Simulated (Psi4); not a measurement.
C$_{4}$H$_{9}$AlO (SMILES C=[CH][Al]([OH])[CH2]C), singlet, at a GFN2-xTB geometry (such geometries of metal compounds can be far from the true shape); PBE/3-21G run with Psi4.

Here is a job for Psi4.
```
memory 2 GB

molecule mol {
0 1
Al    0.032224    0.161615    0.035063
C     0.544641   -1.690574    0.648984
C    -0.394840   -2.271742    1.713640
H     1.565415   -1.689149    1.053803
H     0.584281   -2.371429   -0.210092
H    -1.397925   -2.405240    1.310972
H    -0.466937   -1.599788    2.567969
H    -0.038779   -3.238961    2.071902
C     0.545987    0.781438   -1.786069
C     0.242595    1.999289   -2.226333
H     1.099757    0.130934   -2.463136
H     0.514863    2.366954   -3.208811
H    -0.304868    2.696545   -1.607060
O    -0.792465    1.167753    1.039647
H    -1.265295    1.756655    1.610124
}

set {
  basis 3-21g
  reference rks
}

energy('pbe')
print_variables()
```

Problem. What does Psi4 print? Leave out banner, timings and long lists.

Solution. 
```
   => Loading Basis Set <=

    Name: 3-21G
    Role: ORBITAL
    Keyword: BASIS

         ---------------------------------------------------------
                                   SCF
               by Justin Turney, Rob Parrish, Andy Simmonett
                          and Daniel G. A. Smith
                              RKS Reference
         ---------------------------------------------------------

  ==> Geometry <==

    Molecular point group: c1
    Full point group: C1

    Geometry (in Angstrom), charge = 0, multiplicity = 1:

       Center              X                  Y                   Z               Mass
    ------------   -----------------  -----------------  -----------------  -----------------
         AL           0.034748573026     0.116914777089     0.045935282275    26.981538530000
         C            0.547165573026    -1.735274222911     0.659856282275    12.000000000000
         C           -0.392315426974    -2.316442222911     1.724512282275    12.000000000000
         H            1.567939573026    -1.733849222911     1.064675282275     1.007825032230
         H            0.586805573026    -2.416129222911    -0.199219717725     1.007825032230
         H           -1.395400426974    -2.449940222911     1.321844282275     1.007825032230
         H           -0.464412426974    -1.644488222911     2.578841282275     1.007825032230
         H           -0.036254426974    -3.283661222911     2.082774282275     1.007825032230
         C            0.548511573026     0.736737777089    -1.775196717725    12.000000000000
         C            0.245119573026     1.954588777089    -2.215460717725    12.000000000000
         H            1.102281573026     0.086233777089    -2.452263717725     1.007825032230
         H            0.517387573026     2.322253777089    -3.197938717725     1.007825032230
         H           -0.302343426974     2.651844777089    -1.596187717725     1.007825032230
         O           -0.789940426974     1.123052777089     1.050519282275    15.994914619570
         H           -1.262770426974     1.711954777089     1.620996282275     1.007825032230

  Running in c1 symmetry.

  Rotational constants: A =      0.17881  B =      0.04842  C =      0.03917 [cm^-1]
  Rotational constants: A =   5360.48962  B =   1451.55000  C =   1174.40893 [MHz]
  Nuclear repulsion =  264.450840368639376

  Charge       = 0
  Multiplicity = 1
  Electrons    = 54
  Nalpha       = 27
  Nbeta        = 27

  ==> Algorithm <==

  SCF Algorithm Type is DF.
  DIIS enabled.
  MOM disabled.
  Fractional occupation disabled.
  Guess Type is SAD.
  Energy threshold   = 1.00e-06
  Density threshold  = 1.00e-06
  Integral threshold = 1.00e-12

  ==> Primary Basis <==

  Basis Set: 3-21G
    Blend: 3-21G
    Number of shells: 50
    Number of basis functions: 76
    Number of Cartesian functions: 76
    Spherical Harmonics?: false
    Max angular momentum: 1

  ==> DFT Potential <==

   => LibXC <=

    Version 7.1.2
    S. Lehtola, C. Steigemann, M. J. T. Oliveira, and M. A. L. Marques,  SoftwareX 7, 1–5 (2018) (10.1016/j.softx.2017.11.002)

   => Composite Functional: PBE <=

    PBE GGA Exchange-Correlation Functional

    J.P. Perdew et. al., Phys. Rev. Lett., 77(18), 3865-3868, 1996

    Deriv               =              1
    GGA                 =           TRUE
    Meta                =          FALSE

    Exchange Hybrid     =          FALSE
    MP2 Hybrid          =          FALSE

   => Exchange Functionals <=

    1.0000     XC_GGA_X_PBE

   => Correlation Functionals <=

    1.0000     XC_GGA_C_PBE

   => LibXC Density Thresholds  <==

    XC_GGA_C_PBE:  1.00E-12
    XC_GGA_X_PBE:  1.00E-15

   => Molecular Quadrature <=

    Radial Scheme          =       TREUTLER
    Pruning Scheme         =           NONE
    Nuclear Scheme         =       TREUTLER

    Blocking Scheme        =         OCTREE
    BS radius alpha        =              1
    Pruning alpha          =              1
[...]

    J tasked:                   Yes
    K tasked:                    No
    wK tasked:                   No
    Algorithm:                 Core
    Schwarz Cutoff:           1E-12
    Mask sparsity (%):       8.2064
    Fitting Condition:        1E-10

   => Auxiliary Basis Set <=

  Basis Set: (3-21G AUX)
    Blend: DEF2-UNIVERSAL-JKFIT
    Number of shells: 217
    Number of basis functions: 784
    Number of Cartesian functions: 784
    Spherical Harmonics?: false
    Max angular momentum: 4

  Minimum eigenvalue in the overlap matrix is 1.4048580702E-02.
  Reciprocal condition number of the overlap matrix is 2.9591642865E-03.
    Using symmetric orthogonalization.

  ==> Pre-Iterations <==

  SCF Guess: Superposition of Atomic Densities via on-the-fly atomic UHF (no occupation information).

   -------------------------
    Irrep   Nso     Nmo
   -------------------------
     A         76      76
   -------------------------
    Total      76      76
   -------------------------

  ==> Iterations <==

                           Total Energy        Delta E     RMS |[F,P]|

   @DF-RKS iter SAD:  -471.51599269981068   -4.71516e+02   0.00000e+00
   @DF-RKS iter   1:  -471.78834431128269   -2.72352e-01   1.58487e-02 DIIS/ADIIS
   @DF-RKS iter   2:  -470.43929343382098    1.34905e+00   2.60729e-02 DIIS/ADIIS
   @DF-RKS iter   3:  -472.33760452189665   -1.89831e+00   6.63288e-03 DIIS/ADIIS
   @DF-RKS iter   4:  -472.45470406200803   -1.17100e-01   1.86096e-03 DIIS/ADIIS
   @DF-RKS iter   5:  -472.46351215461488   -8.80809e-03   5.12535e-04 DIIS/ADIIS
   @DF-RKS iter   6:  -472.46418180366209   -6.69649e-04   2.62580e-04 DIIS/ADIIS
   @DF-RKS iter   7:  -472.46436969847832   -1.87895e-04   9.58384e-05 DIIS
   @DF-RKS iter   8:  -472.46439777427855   -2.80758e-05   2.95426e-05 DIIS
   @DF-RKS iter   9:  -472.46440039527261   -2.62099e-06   3.32437e-06 DIIS
   @DF-RKS iter  10:  -472.46440045067504   -5.54024e-08   4.57884e-07 DIIS
  Energy and wave function converged.

  ==> Post-Iterations <==

   Electrons on quadrature grid:
      Ntotal   =   53.9999624022 ; deviation = -3.760e-05

    Orbital Energies [Eh]
    ---------------------

    Doubly Occupied:

[...]
    Virtual:

[...]
      76A      2.691341

    Final Occupation by Irrep:
              A
    DOCC [    27 ]
    NA   [    27 ]
    NB   [    27 ]

  @DF-RKS Final Energy:  -472.46440045067504

   => Energetics <=

    Nuclear Repulsion Energy =            264.4508403686393763
    One-Electron Energy =               -1174.6278201685386193
    Two-Electron Energy =                 489.4753859576991886
    DFT Exchange-Correlation Energy =     -51.7628066084749250
    Empirical Dispersion Energy =           0.0000000000000000
    VV10 Nonlocal Energy =                  0.0000000000000000
    Total Energy =                       -472.4644004506750434

Computation Completed

Properties will be evaluated at   0.000000,   0.000000,   0.000000 [a0]

Properties computed using the SCF density matrix

 Multipole Moments:

 ------------------------------------------------------------------------------------
     Multipole            Electronic (a.u.)      Nuclear  (a.u.)        Total (a.u.)
 ------------------------------------------------------------------------------------

 L = 1.  Multiply by 2.5417464519 to convert [e a0] to [Debye]
 Dipole X            :         -0.5432288            0.2576244           -0.2856044
 Dipole Y            :          4.9530338           -4.5614323            0.3916015
 Dipole Z            :         -0.7761285            1.1094606            0.3333321
 Magnitude           :                                                    0.5882448

 ------------------------------------------------------------------------------------

  Variable Map:
  ----------------------------------------------------------------------------
[...]
  Array Variable Map:
  ----------------------------------------------------------------------------
[...]
[...]
```
